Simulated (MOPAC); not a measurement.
Job for MOPAC: PM7 on BrGeH2N (SMILES [NH2][Ge][Br]), a point of a torsion scan.

```
PM7 1SCF PRECISE CHARGE=0 THREADS=1
BrGeH2N

N     -0.86355097 1    -0.08916682 1    -0.14330153 1
Ge     0.73642616 1    -0.85321593 1    -0.68638092 1
Br     2.04760696 1    -0.63963080 1     1.30641633 1
H     -1.02988237 1     0.90114489 1    -0.26631877 1
H     -1.19771278 1    -0.31120504 1     0.79019118 1
```

Program output:

```
*******************************************************************************
 **                                                                           **
 **                              MOPAC v23.2.5                                **
 **                                                                           **
 *******************************************************************************
 ** MOPAC's Digital Object Identifier: https://doi.org/10.5281/zenodo.6511958 **
 **                                                                           **
 ** Please cite the open-source release paper for use of this MOPAC version:  **
 ** J. E. Moussa and J. J. P. Stewart (2026)                                  **
 ** MOPAC: An open-source semiempirical molecular orbital program             **
 ** J. Open Source Softw., 11(119), 8025, https://doi.org/10.21105/joss.08025 **
 *******************************************************************************

                              PM7 CALCULATION RESULTS

 *******************************************************************************
 *  PM7        - The PM7 Hamiltonian to be used
 *
 *
 *
 *                 CHARGE ON SYSTEM = 0
 *
 *
 *
 *  PRECISE    - TIGHTER CRITERIA TO BE USED
 *  1SCF       - DO 1 SCF AND THEN STOP
 *  THREADS=1  - MULTI-THREADING NOT USED
 *  T=         - A TIME OF 172800.0 SECONDS REQUESTED
 *  DUMP=N     - RESTART FILE WRITTEN EVERY 7200.0 SECONDS REQUESTED
 *******************************************************************************
PM7 1SCF PRECISE CHARGE=0 THREADS=1
 BrGeH2N

   ATOM   CHEMICAL          X               Y               Z
  NUMBER   SYMBOL      (ANGSTROMS)     (ANGSTROMS)     (ANGSTROMS)

     1       N         -0.86355097  *  -0.08916682  *  -0.14330153  *
     2      Ge          0.73642616  *  -0.85321593  *  -0.68638092  *
     3      Br          2.04760696  *  -0.63963080  *   1.30641633  *
     4       H         -1.02988237  *   0.90114489  *  -0.26631877  *
     5       H         -1.19771278  *  -0.31120504  *   0.79019118  *



          CARTESIAN COORDINATES

    NO.       ATOM           X           Y           Z

     1         N         -0.8636     -0.0892     -0.1433
     2        Ge          0.7364     -0.8532     -0.6864
     3        Br          2.0476     -0.6396      1.3064
     4         H         -1.0299      0.9011     -0.2663
     5         H         -1.1977     -0.3112      0.7902

 General Reference for PM7:
 "Optimization of Parameters for Semiempirical Methods VI: More Modifications to the
 NDDO Approximations and Re-optimization of Parameters", J. J. P. Stewart, J. Mol. Mod., 1:32, 19 (2013)
 https://link.springer.com/article/10.1007/s00894-012-1667-x

           Empirical Formula: H2 N Ge Br  =     5 atoms



      MOLECULAR POINT GROUP   :   C1


      RHF CALCULATION, NO. OF DOUBLY OCCUPIED LEVELS = 9


 -------------------------------------------------------------------------------
 PM7 1SCF PRECISE CHARGE=0 THREADS=1
 BrGeH2N



     1SCF WAS SPECIFIED, SO BFGS WAS NOT USED
     SCF FIELD WAS ACHIEVED


                              PM7 CALCULATION
                                                       MOPAC v23.2.5 Linux




          FINAL HEAT OF FORMATION =          5.30869 KCAL/MOL =      22.21154 KJ/MOL


          COSMO AREA              =        114.37 SQUARE ANGSTROMS
          COSMO VOLUME            =        104.48 CUBIC ANGSTROMS

          IONIZATION POTENTIAL    =          9.206360 EV
          HOMO LUMO ENERGIES (EV) =         -9.206 -1.682
          NO. OF FILLED LEVELS    =          9
          MOLECULAR WEIGHT        =        168.5165         POINT GROUP:  C1

          MOLECULAR DIMENSIONS (Angstroms)

            Atom       Atom       Distance
            H     4   Br     3     3.78397
            H     5   Ge     2     2.19602
           Ge     2   Br     3     1.00312


          SCF CALCULATIONS        =          1





   ATOM   CHEMICAL          X               Y               Z
  NUMBER   SYMBOL      (ANGSTROMS)     (ANGSTROMS)     (ANGSTROMS)

     1       N         -0.86355097  *  -0.08916682  *  -0.14330153  *
     2      Ge          0.73642616  *  -0.85321593  *  -0.68638092  *
     3      Br          2.04760696  *  -0.63963080  *   1.30641633  *
     4       H         -1.02988237  *   0.90114489  *  -0.26631877  *
     5       H         -1.19771278  *  -0.31120504  *   0.79019118  *

                             CARTESIAN COORDINATES

   1    N       -0.863550970    -0.089166820    -0.143301530
   2   Ge        0.736426160    -0.853215930    -0.686380920
   3   Br        2.047606960    -0.639630800     1.306416330
   4    H       -1.029882370     0.901144890    -0.266318770
   5    H       -1.197712780    -0.311205040     0.790191180


           Empirical Formula: H2 N Ge Br  =     5 atoms



      MOLECULAR POINT GROUP   :   C1


                  EIGENVALUES
 -34.25301 -25.37280 -18.25665 -15.92513 -12.58136 -10.27156  -9.82013  -9.35129
  -9.20636  -1.68191  -0.13776   0.44570   5.84117   6.85754 266.87996 266.89985
 267.00839 267.34563 267.35549


              NET ATOMIC CHARGES AND DIPOLE CONTRIBUTIONS

  ATOM NO.   TYPE          CHARGE      No. of ELECS.   s-Pop       p-Pop       d-Pop
    1          N          -0.853380        5.8534     1.63758     4.21580
    2         Ge           0.768359        3.2316     1.86214     1.36950
    3         Br          -0.432810        7.4328     1.93769     5.49349     0.00163
    4          H           0.262634        0.7374     0.73737
    5          H           0.255198        0.7448     0.74480
 DIPOLE           X         Y         Z       TOTAL
 POINT-CHG.    -0.767    -0.698    -4.029     4.160
 HYBRID        -0.851     1.136     1.619     2.153
 SUM           -1.617     0.437    -2.410     2.935


          ATOMIC ORBITAL ELECTRON POPULATIONS

     Atom    s        px        py        pz      x^2-y^2     xz        z^2       yz        xy
    1  N   1.63758   1.52453   1.29283   1.39844
    2 Ge   1.86214   0.44700   0.32991   0.59260
    3 Br   1.93769   1.84072   1.91255   1.74022   0.00018   0.00073   0.00049   0.00015   0.00008
    4  H   0.73737
    5  H   0.74480

 **********************
 *                    *
 * JOB ENDED NORMALLY *
 *                    *
 **********************




 == MOPAC DONE ==
```

The run finished.

Cost: about 0.020 core-seconds (a rough figure).
